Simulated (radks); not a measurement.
The nuclear charge of the cerium ion Ce2+ is varied continuously with 56 electrons held in [Xe] 4f2. All-electron calculation, scalar-relativistic Kohn-Sham, PBE, spin-polarised, spherical densities, finite nucleus; open shells are filled with parallel spins first (spin-orbit coupling, left out, can overturn this in heavy ions); Fermi nuclear charge, rms radius 4.8771 fm. Program: a radial shooting solver on a logarithmic mesh with Libxc functionals. By the Hellmann-Feynman theorem dE/dZ = E(electron-nucleus)/Z, the electronic potential at the nucleus (averaged over a nucleus of fixed radius). The scalar-relativistic energy here is not variational (the density holds large components alone), so the two differ by a part that grows with Z.

Z     E (hartree)  E(electron-nucleus)/Z (hartree)  HOMO  e(HOMO) (eV)  <r> HOMO (bohr)
57.5   -8674.8713                         -365.278    4f        -6.645            1.442
57.6   -8711.6112                         -366.179    4f        -7.861            1.377
57.7   -8748.4421                         -367.077    4f        -9.157            1.324
57.8   -8785.3639                         -367.975    4f       -10.522            1.280
57.9   -8822.3765                         -368.872    4f       -11.947            1.242
58     -8859.4799                         -369.768    4f       -13.425            1.209
58.1   -8896.6739                         -370.664    4f       -14.951            1.180
58.2   -8933.9585                         -371.559    4f       -16.522            1.154
58.3   -8971.3337                         -372.454    4f       -18.134            1.130
58.4   -9008.7996                         -373.349    4f       -19.785            1.108
58.5   -9046.3561                         -374.244    4f       -21.473            1.088
58.6   -9084.0032                         -375.139    4f       -23.196            1.070
58.7   -9121.7409                         -376.035    4f       -24.953            1.052
58.8   -9159.5693                         -376.930    4f       -26.743            1.036
58.9   -9197.4883                         -377.825    4f       -28.565            1.021
59     -9235.4980                         -378.721    4f       -30.417            1.007

The central difference of E at Z = 58 is -371.487 hartree, to compare with the third column; the second derivative is -9.07 hartree.
